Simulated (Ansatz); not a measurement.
The multiplicity is imposed and other spin states were not computed.

All values below come from Ansatz (an electronic-structure program) with frozen-core CCSD(T)/def2-TZVPP // r2SCAN-D4/def2-SVP.

Ansatz 0.2 input:
```yaml
crystal:
  periodic: [false, false, false]
  atoms:
    - { symbol: Ag, position_ang: [-0.039715, 0.03967, 0.063754] }
    - { symbol: C, position_ang: [1.073392, -1.545248, -1.20605] }
    - { symbol: C, position_ang: [0.959533, -0.427527, -1.972559] }
    - { symbol: H, position_ang: [1.966773, -1.735756, -0.601934] }
    - { symbol: H, position_ang: [0.33551, -2.352762, -1.259344] }
    - { symbol: H, position_ang: [0.125911, -0.295196, -2.67038] }
    - { symbol: H, position_ang: [1.757172, 0.321816, -2.012974] }
    - { symbol: C, position_ang: [-1.027777, 1.001498, 1.612988] }
    - { symbol: H, position_ang: [-1.59249, 0.275598, 2.221355] }
    - { symbol: H, position_ang: [-1.744194, 1.739651, 1.215729] }
    - { symbol: H, position_ang: [-0.319531, 1.528239, 2.273035] }
basis:
  gaussian: { orbitals: def2-TZVPP }
correlation:
  method: ccsd_t
```

Output:

```
Functional definition: HF
1490 factors; integrals over basis functions are off by at most 9.1e-4 eV
mean field evaluation 1: about -7173.3625 eV, gradient 4.2e1 eV
mean field evaluation 2: about -7173.6988 eV, gradient 4.2e1 eV
mean field evaluation 4: about -7177.6332 eV, gradient 5.0e0 eV
mean field evaluation 8: about -7177.7086 eV, gradient 3.4e-1 eV
mean field evaluation 16: about -7177.7094 eV, gradient 1.1e-6 eV
mean field -7177.70939585 eV, -263.7759550712 hartree, gradient 1.1e-6 eV, S^2 0.000000; 0 other end points of the search recorded, 0 dependent functions left out
3 core orbitals not correlated
reference -7177.70939585 eV, -263.7759550712 hartree; 19, 19 occupied and 225, 225 virtual orbitals, 1490 factors
second order -33.92490194 eV of doubles, -0.00000000 eV of singles
cycle   1  -32.51515986 eV  change     1.4e0 eV  update   1.5e-1
cycle   2  -33.36102140 eV  change   -8.5e-1 eV  update   6.0e-2
cycle   3  -33.61304656 eV  change   -2.5e-1 eV  update   2.8e-2
cycle   4  -33.59599383 eV  change    1.7e-2 eV  update   1.1e-2
cycle   5  -33.57667526 eV  change    1.9e-2 eV  update   5.0e-3
cycle   6  -33.58078870 eV  change   -4.1e-3 eV  update   2.0e-3
cycle   7  -33.58132235 eV  change   -5.3e-4 eV  update   6.3e-4
cycle   8  -33.58061930 eV  change    7.0e-4 eV  update   2.3e-4
cycle   9  -33.58057251 eV  change    4.7e-5 eV  update   7.7e-5
cycle  10  -33.58067889 eV  change   -1.1e-4 eV  update   2.9e-5
cycle  11  -33.58060041 eV  change    7.8e-5 eV  update   1.2e-5
cycle  12  -33.58060234 eV  change   -1.9e-6 eV  update   5.9e-6
perturbative correction -1.32580343 eV, -0.0487223774 hartree
Total energy: -7212.61580162 eV, -265.0587418229 hartree
```

Cost: roughly 19 core-minutes.
